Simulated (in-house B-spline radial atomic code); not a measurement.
Successive ionisation energies of indium; each step leads to the configuration of the next row (after the last: [Ar] 3d10 4s2 4p2). NIST's values go from ground level to ground level; the uncertainty of those that are theory runs from under 0.1 % in few-electron ions to several per cent in heavy many-electron ones. Computed with an all-electron radial atomic-structure program (B-spline basis): non-relativistic Hartree-Fock, average of the configuration, point nuclei.

This level leaves out relativity, spin-orbit splitting included, which matters for heavy ions.

```csv
ion,configuration,ionisation energy (eV),tabulated value (eV),tabulated kind,computed minus tabulated (eV),highest orbital,largest mean radius (bohr)
In,[Kr] 4d10 5s2 5p1,5.2,5.786356,measured,-0.6,5p,3.7779
In+,[Kr] 4d10 5s2,16.3,18.87041,measured,-2.6,5s,2.6868
In2+,[Kr] 4d10 5s1,25.6,28.04415,measured,-2.5,5s,2.5123
In3+,[Kr] 4d10,55.5,55.45,measured,0.0,4d,1.136
In4+,[Kr] 4d9,73.5,69.3,semi-empirical,4.2,4d,1.0983
In5+,[Kr] 4d8,92.6,90,tabulated theory,2.6,4d,1.0656
In6+,[Kr] 4d7,112.6,109,tabulated theory,3.6,4d,1.0364
In7+,[Kr] 4d6,133.5,130.1,tabulated theory,3.4,4d,1.01
In8+,[Kr] 4d5,?,?,tabulated theory,?,?,?
In9+,[Kr] 4d4,177.7,178,tabulated theory,-0.3,4d,0.96339
In10+,[Kr] 4d3,201.0,201,tabulated theory,0.0,4d,0.94257
In11+,[Kr] 4d2,225.0,226,tabulated theory,-1.0,4d,0.92306
In12+,[Kr] 4d1,?,?,tabulated theory,?,?,?
In13+,[Ar] 3d10 4s2 4p6,341.0,341,tabulated theory,0.0,4p,0.83547
In14+,[Ar] 3d10 4s2 4p5,?,?,tabulated theory,?,?,?
In15+,[Ar] 3d10 4s2 4p4,395.6,396,tabulated theory,-0.4,4p,0.81424
In16+,[Ar] 3d10 4s2 4p3,423.7,425,tabulated theory,-1.3,4p,0.80441
```

(1) Fill in the row of In8+.

(2) Fill in the row of In12+.

(3) Fill in the row of In14+.

(4) Where is the largest jump?

(5) How far is this level of theory from the measured and semi-empirical values?

Results:

(1) ionisation energy (eV): 155.2; tabulated value (eV): 156; computed minus tabulated (eV): -0.8; highest orbital: 4d; largest mean radius (bohr): 0.98576.

(2) ionisation energy (eV): 249.8; tabulated value (eV): 249; computed minus tabulated (eV): 0.8; highest orbital: 4d; largest mean radius (bohr): 0.90469.

(3) ionisation energy (eV): 368.1; tabulated value (eV): 368; computed minus tabulated (eV): 0.1; highest orbital: 4p; largest mean radius (bohr): 0.82442.

(4) From In to In+, by a factor of 3.14 (5.1909 to 16.284 eV); the highest orbital goes from 5p to 5s.

(5) Over those 5 rows the differences run from -2.59 to +4.23 eV (mean absolute value 2 eV). The calculation leaves out relativity, correlation and, in open shells, the multiplet splittings that an average leaves out.
